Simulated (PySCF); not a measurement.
In(F)2(SeH) (F2HInSe), SMILES [F][In]([F])[SeH].

Geometry optimised at B3LYP-D3(BJ)/def2-SVP. The structure was generated by enumeration; whether it is a known compound was not checked. The def2 effective core potentials stand for the cores of In; spin–orbit coupling is left out. The values are those of a single conformer.

Level of theory: PBE/def2-TZVP (PySCF).

Isolated molecule, no solvent.

```
Item                                                                                                            Value
---------------------------------------------------------------------------------------------  ----------------------
total energy                                                                                      -2791.62280 hartree
point group                                                                                                        Cs
highest occupied level                                                                                       -6.94 eV
lowest empty level                                                                                           -3.75 eV
orbital gap                                                                                                   3.19 eV
dipole moment                                                                                                  3.01 D
quadrupole, principal values (traceless, Buckingham form, about the centre of nuclear charge)  -5.78, -1.73, 7.51 D·Å
mean static polarisability                                                                       62.0 bohr³ (9.19 Å³)
polarisability, principal values                                                               44.9, 55.9, 85.3 bohr³
```
